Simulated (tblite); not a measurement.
A geometry optimisation, step by step.

Species: C4H3BF2O.
Bonds: C1–C2 (double), C2–C3 (double), C3–C4, C4–O5 (double), C3–B6, B6–F7, B6–F8. Hydrogens: H9, H10 on C1; H11 on C4.

Computed with GFN2-xTB (tblite), gas phase: L-BFGS steps from a force-field or distance-geometry start until the largest atomic force falls under 0.01 eV/Å. 10 of its 110 geometries are shown.

Step 0: E = -675.2740 eV, largest atomic force 4.692 eV/Å
```
atom  x, y, z in Å  |  force x, y, z in eV/Å
C1      2.048   -0.382    0.323   -3.080   0.518  -0.356
C2      0.759   -0.190    0.110    4.197  -0.266   0.825
C3     -0.494    0.008   -0.075   -2.186   0.525  -0.293
C4     -1.321   -1.153   -0.285    1.526  -4.433   0.185
O5     -0.826   -2.316   -0.250   -1.769   3.144  -0.219
B6     -0.985    1.470   -0.080    1.413   3.864   0.187
F7     -1.011    2.219    1.161   -0.268  -1.575  -3.250
F8     -0.774    2.256   -1.276   -0.916  -1.585   3.034
H9      2.344   -0.499    1.336    0.597  -0.166   0.203
H10     2.646   -0.395   -0.546    0.869  -0.135  -0.215
H11    -2.381   -1.015   -0.445   -0.383   0.109  -0.100
```

Step 12: E = -676.2830 eV, largest atomic force 0.245 eV/Å
```
atom  x, y, z in Å  |  force x, y, z in eV/Å
C1      2.055   -0.375    0.327    0.000  -0.046   0.006
C2      0.794   -0.195    0.134    0.110   0.071   0.023
C3     -0.493    0.009   -0.073    0.097  -0.225  -0.015
C4     -1.336   -1.200   -0.282   -0.073   0.130  -0.014
O5     -0.933   -2.332   -0.272    0.057   0.095   0.018
B6     -0.908    1.532   -0.082    0.097  -0.037   0.009
F7     -1.090    2.224    1.022   -0.087  -0.085  -0.009
F8     -0.897    2.274   -1.169   -0.116  -0.112  -0.014
H9      2.465   -0.522    1.316   -0.056   0.017  -0.092
H10     2.758   -0.417   -0.494   -0.087   0.004   0.074
H11    -2.409   -0.995   -0.453    0.057   0.188   0.015
```

Step 24: E = -676.3353 eV, largest atomic force 0.063 eV/Å
```
atom  x, y, z in Å  |  force x, y, z in eV/Å
C1      2.140   -0.407    0.346    0.007  -0.030  -0.001
C2      0.881   -0.226    0.152   -0.012   0.019  -0.015
C3     -0.394    0.006   -0.068   -0.014   0.030   0.002
C4     -1.332   -1.118   -0.286   -0.011  -0.003  -0.014
O5     -1.048   -2.284   -0.286    0.060  -0.016   0.010
B6     -0.926    1.488   -0.092   -0.010   0.000   0.019
F7     -1.225    2.148    1.003    0.006   0.041   0.010
F8     -1.103    2.170   -1.201   -0.031  -0.014  -0.007
H9      2.548   -0.548    1.332    0.009  -0.015   0.029
H10     2.836   -0.446   -0.474    0.025  -0.020  -0.016
H11    -2.372   -0.781   -0.451   -0.029   0.009  -0.019
```

Step 36: E = -676.3514 eV, largest atomic force 0.190 eV/Å
```
atom  x, y, z in Å  |  force x, y, z in eV/Å
C1      2.152   -0.487    0.342   -0.026  -0.012   0.071
C2      0.921   -0.167    0.163   -0.077   0.041   0.014
C3     -0.356    0.090   -0.017   -0.103   0.090  -0.116
C4     -1.255   -1.056   -0.299    0.058  -0.088  -0.075
O5     -0.923   -2.211   -0.277   -0.086  -0.002   0.020
B6     -0.987    1.528   -0.066   -0.029  -0.009   0.023
F7     -1.198    2.283    0.989    0.115  -0.010   0.001
F8     -1.433    2.045   -1.191   -0.040  -0.003  -0.008
H9      2.508   -0.685    1.336    0.128  -0.043   0.134
H10     2.865   -0.584   -0.454    0.012   0.044  -0.089
H11    -2.289   -0.754   -0.551    0.047  -0.008   0.027
```

Step 48: E = -676.4074 eV, largest atomic force 0.433 eV/Å
```
atom  x, y, z in Å  |  force x, y, z in eV/Å
C1      2.081   -0.569    0.417    0.257   0.114   0.045
C2      0.915   -0.049    0.279   -0.298  -0.220  -0.156
C3     -0.347    0.189   -0.040   -0.007  -0.246   0.005
C4     -1.152   -1.024   -0.367    0.030  -0.037  -0.299
O5     -0.765   -2.156   -0.267   -0.101   0.020   0.054
B6     -1.053    1.564   -0.086   -0.032   0.326   0.204
F7     -0.798    2.490    0.827   -0.124  -0.012  -0.369
F8     -1.977    1.874   -0.984    0.239  -0.059   0.356
H9      2.499   -0.879    1.358   -0.111   0.062   0.171
H10     2.769   -0.646   -0.408   -0.026   0.031  -0.129
H11    -2.166   -0.790   -0.755    0.172   0.023   0.121
```

Step 61: E = -676.5366 eV, largest atomic force 0.213 eV/Å
```
atom  x, y, z in Å  |  force x, y, z in eV/Å
C1      2.117   -0.453    0.476   -0.049  -0.014  -0.030
C2      0.873   -0.197    0.281    0.016  -0.027  -0.012
C3     -0.389    0.051   -0.025    0.005   0.009  -0.020
C4     -1.261   -1.075   -0.453    0.059  -0.009  -0.011
O5     -1.001   -2.243   -0.352    0.012   0.032   0.020
B6     -0.969    1.490   -0.034    0.005   0.103  -0.005
F7     -0.364    2.537    0.501   -0.076  -0.179  -0.087
F8     -2.123    1.758   -0.615    0.027   0.053   0.079
H9      2.520   -0.701    1.444   -0.037   0.015  -0.030
H10     2.812   -0.434   -0.349    0.036   0.004   0.063
H11    -2.210   -0.730   -0.900    0.003   0.013   0.033
```

Step 73: E = -676.5499 eV, largest atomic force 0.073 eV/Å
```
atom  x, y, z in Å  |  force x, y, z in eV/Å
C1      2.109   -0.446    0.476   -0.047  -0.019  -0.012
C2      0.879   -0.187    0.214    0.060  -0.009   0.041
C3     -0.385    0.057   -0.087   -0.007  -0.021   0.005
C4     -1.255   -1.083   -0.473   -0.011  -0.004   0.004
O5     -0.979   -2.245   -0.350   -0.008   0.014  -0.030
B6     -0.971    1.492   -0.045   -0.012   0.028  -0.046
F7     -0.290    2.525    0.412   -0.024   0.005  -0.012
F8     -2.186    1.778   -0.470    0.045  -0.013   0.041
H9      2.437   -0.697    1.472   -0.016   0.016   0.014
H10     2.872   -0.435   -0.284    0.001   0.010  -0.022
H11    -2.225   -0.755   -0.890    0.018  -0.009   0.017
```

Step 85: E = -676.5532 eV, largest atomic force 0.030 eV/Å
```
atom  x, y, z in Å  |  force x, y, z in eV/Å
C1      2.103   -0.457    0.498    0.017   0.009  -0.003
C2      0.880   -0.187    0.220   -0.012   0.012   0.013
C3     -0.381    0.060   -0.092    0.005  -0.002  -0.006
C4     -1.247   -1.079   -0.488   -0.014   0.018  -0.001
O5     -0.948   -2.240   -0.433    0.002  -0.008  -0.008
B6     -0.969    1.495   -0.054    0.007  -0.015   0.002
F7     -0.267    2.550    0.305    0.026   0.011   0.006
F8     -2.221    1.757   -0.369   -0.023  -0.009  -0.017
H9      2.423   -0.684    1.502   -0.006  -0.011  -0.005
H10     2.868   -0.462   -0.261    0.012   0.004   0.006
H11    -2.236   -0.750   -0.854   -0.014  -0.008   0.013
```

Step 97: E = -676.5547 eV, largest atomic force 0.040 eV/Å
```
atom  x, y, z in Å  |  force x, y, z in eV/Å
C1      2.103   -0.453    0.508    0.004  -0.013  -0.009
C2      0.881   -0.189    0.213   -0.005   0.001   0.026
C3     -0.380    0.057   -0.096    0.016   0.007  -0.013
C4     -1.253   -1.079   -0.486    0.012   0.003  -0.005
O5     -0.929   -2.235   -0.505   -0.003  -0.016  -0.006
B6     -0.964    1.494   -0.067    0.013  -0.005   0.037
F7     -0.249    2.553    0.260    0.001  -0.002  -0.007
F8     -2.222    1.752   -0.359   -0.020   0.012  -0.018
H9      2.409   -0.699    1.512   -0.017   0.018   0.002
H10     2.880   -0.444   -0.238    0.010  -0.005  -0.013
H11    -2.270   -0.755   -0.768   -0.010  -0.001   0.005
```

Step 109: E = -676.5552 eV, largest atomic force 0.005 eV/Å
```
atom  x, y, z in Å  |  force x, y, z in eV/Å
C1      2.102   -0.454    0.509   -0.001   0.000  -0.001
C2      0.881   -0.188    0.212    0.002   0.001   0.001
C3     -0.380    0.057   -0.099   -0.003   0.000   0.000
C4     -1.253   -1.081   -0.484    0.000   0.003   0.000
O5     -0.917   -2.232   -0.548    0.002  -0.005   0.001
B6     -0.962    1.494   -0.069    0.003  -0.003   0.001
F7     -0.246    2.551    0.259    0.001   0.002   0.001
F8     -2.218    1.757   -0.371   -0.004   0.001  -0.002
H9      2.403   -0.684    1.518    0.001   0.000   0.001
H10     2.880   -0.456   -0.235    0.001   0.000  -0.001
H11    -2.285   -0.763   -0.717   -0.004   0.002  -0.001
```

Q: Summarise the path.

A: The energy falls by 29.54 kcal/mol from step 0 to step 109; nine tenths of that is first reached at step 50. It rises by more than 0.2 meV at step 39. The largest force goes from 4.692 to 0.005 eV/Å. Among the bonds B6–F7 changes most, from 1.450 to 1.318 Å; the atoms move by 0.691 Å rms after alignment.

Q: Follow the three bonds and two angles with the largest change from start to end.

A: 
| step | E above end (kcal/mol) | largest force (eV/Å) | B6–F7 (Å) | B6–F8 (Å) | C4=O5 (Å) | H9–C1–H10 (°) | C2–C1–H10 (°) |
| --- | --- | --- | --- | --- | --- | --- | --- |
| 0 | 29.54 | 4.692 | 1.450 | 1.447 | 1.264 | 128.8 | 115.0 |
| 5 | 7.39 | 0.422 | 1.314 | 1.314 | 1.200 | 120.2 | 120.0 |
| 9 | 6.58 | 0.237 | 1.317 | 1.317 | 1.203 | 116.9 | 121.9 |
| 14 | 5.92 | 0.324 | 1.314 | 1.314 | 1.201 | 116.0 | 121.6 |
| 19 | 5.17 | 0.140 | 1.314 | 1.314 | 1.201 | 116.5 | 121.1 |
| 24 | 5.07 | 0.063 | 1.314 | 1.314 | 1.200 | 116.7 | 121.5 |
| 28 | 5.02 | 0.080 | 1.314 | 1.314 | 1.201 | 116.7 | 121.7 |
| 33 | 4.85 | 0.086 | 1.314 | 1.316 | 1.200 | 115.8 | 123.2 |
| 38 | 4.52 | 0.366 | 1.315 | 1.308 | 1.202 | 117.7 | 122.9 |
| 43 | 3.96 | 0.192 | 1.318 | 1.320 | 1.201 | 116.8 | 120.5 |
| 47 | 3.50 | 0.385 | 1.313 | 1.312 | 1.200 | 114.5 | 121.6 |
| 52 | 1.54 | 0.767 | 1.314 | 1.312 | 1.199 | 115.1 | 122.2 |
| 57 | 0.65 | 0.148 | 1.319 | 1.320 | 1.200 | 116.3 | 120.5 |
| 62 | 0.37 | 0.213 | 1.323 | 1.319 | 1.201 | 116.7 | 120.5 |
| 66 | 0.28 | 0.077 | 1.317 | 1.319 | 1.200 | 116.4 | 121.0 |
| 71 | 0.16 | 0.086 | 1.320 | 1.319 | 1.201 | 115.5 | 122.6 |
| 76 | 0.11 | 0.028 | 1.318 | 1.318 | 1.200 | 116.5 | 122.1 |
| 81 | 0.09 | 0.098 | 1.319 | 1.317 | 1.201 | 116.4 | 122.1 |
| 85 | 0.05 | 0.030 | 1.318 | 1.317 | 1.201 | 116.4 | 121.7 |
| 90 | 0.04 | 0.029 | 1.318 | 1.317 | 1.201 | 116.3 | 121.9 |
| 95 | 0.02 | 0.044 | 1.317 | 1.318 | 1.201 | 116.2 | 121.4 |
| 100 | 0.01 | 0.016 | 1.318 | 1.318 | 1.201 | 116.4 | 121.8 |
| 104 | 0.00 | 0.013 | 1.318 | 1.318 | 1.201 | 116.3 | 121.8 |
| 109 | 0.00 | 0.005 | 1.318 | 1.318 | 1.201 | 116.4 | 121.8 |

What follows is the cost of the whole relaxation. On one thread of an Arm Neoverse V2, no GPU, shared host, this took 0.42 s wall.
